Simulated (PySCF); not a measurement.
A PySCF script (with the pyscf-properties extension) for the NMR shieldings of `CC[C@@H](C)O[C@H](C)C(F)(F)F`, C7H13F3O, on a PBE0-D3(BJ)/def2-SVP geometry:

```python
import basis_set_exchange as bse
import numpy as np
from pyscf import gto, dft
from pyscf.prop import nmr

atoms = """
C     2.800618   -0.138030   -1.117735
C     1.493022    0.511192   -0.694289
C     0.728779   -0.251585    0.383792
C     1.447834   -0.325004    1.713109
O    -0.515540    0.390834    0.632179
C    -1.563888    0.084425   -0.234192
C    -2.376102    1.332170   -0.508789
C    -2.424903   -1.010084    0.391093
F    -3.381339   -1.399690   -0.461608
F    -3.020335   -0.603439    1.510528
F    -1.695511   -2.090163    0.693085
H     3.530944   -0.167848   -0.295027
H     2.641890   -1.174423   -1.457672
H     3.266278    0.413855   -1.947496
H     1.665027    1.537428   -0.327173
H     0.835477    0.609057   -1.575668
H     0.540166   -1.282316    0.027378
H     0.831706   -0.871886    2.440408
H     1.625875    0.688417    2.104869
H     2.414662   -0.839431    1.618098
H    -1.194115   -0.341436   -1.186332
H    -1.740832    2.075721   -1.008017
H    -2.730367    1.757828    0.440413
H    -3.242430    1.111714   -1.147501
"""
names = dict.fromkeys(["C", "O", "F", "H"], "pcSseg-1")
basis = {el: gto.basis.parse(bse.get_basis(n, elements=[el], fmt="nwchem")) for el, n in names.items()}
mol = gto.M(atom=atoms, basis=basis, charge=0, verbose=0)
mf = dft.RKS(mol, xc="PBE0")
mf.grids.level = 2
mf.grids.alignment = dft.numint.BLKSIZE   # the property module wants whole blocks of grid points
mf.conv_tol = 1e-9
mf.kernel()

calc = nmr.RKS(mf)   # GIAO
C = mf.mo_coeff
Co = C[:, mf.mo_occ > 0]
resp = mf.gen_response(singlet=True, hermi=2)
def vind(x):   # induced exchange potential for any number of trial vectors
    d = np.einsum("pi,xij,qj->xpq", C, 2 * x.reshape(-1, C.shape[1], Co.shape[1]), Co, optimize=True)
    return np.einsum("xpq,pi,qj->xij", resp(d - d.transpose(0, 2, 1)), C, Co, optimize=True).ravel()
mo1, _ = nmr.rhf.solve_mo1(calc, with_cphf=vind)
sigma = calc.kernel(mo1)
for i, s in enumerate(sigma):   # ppm
    print("%2d %-2s %9.2f" % (i, mol.atom_pure_symbol(i), np.trace(s) / 3))
```

Question: What are the results?

Answer: 
```
 0 C     172.42
 1 C     154.85
 2 C     104.45
 3 C     164.04
 4 O     259.29
 5 C     111.60
 6 C     167.40
 7 C      53.02
 8 F     267.97
 9 F     280.55
10 F     272.52
11 H      30.47
12 H      30.65
13 H      30.15
14 H      30.31
15 H      29.72
16 H      28.07
17 H      29.75
18 H      30.36
19 H      30.13
20 H      28.09
21 H      30.13
22 H      29.83
23 H      30.16
```

These numbers come from an equivalent density-fitted implementation of the same equations, which agrees with the script to about 0.01 ppm for H and up to a few tenths of a ppm for heavy atoms, so last digits may differ.

Question: Turn these shieldings into chemical shifts. References, each an isolated molecule treated in the same way: TMS for 13C (σref 184.41), 1H (σref 31.27); H2O for 17O (σref 334.56); 19F (σref 177.25) vs CFCl3.

Answer: Averaging equivalent atoms: C 7: 131.4; C 2: 80.0; C 5: 72.8; C 1: 29.6; C 3: 20.4; C 6: 17.0; C 0: 12.0; O 4: 75.3; F 8/9/10: -96.4; H 16: 3.20; H 20: 3.17; H 15: 1.55; H 21/22/23: 1.23; H 17/18/19: 1.18; H 14: 0.96; H 11/12/13: 0.84 ppm. Unscaled 19F shifts against computed CFCl3 carry errors that often reach 10 to 50 ppm. Experimental scales use liquid or dissolved standards, which lie at an offset from isolated H2O (liquid H2O: subtract about 36 ppm).

Size and cost of the density-fitted run: 252 basis functions; peak memory 2 GiB.
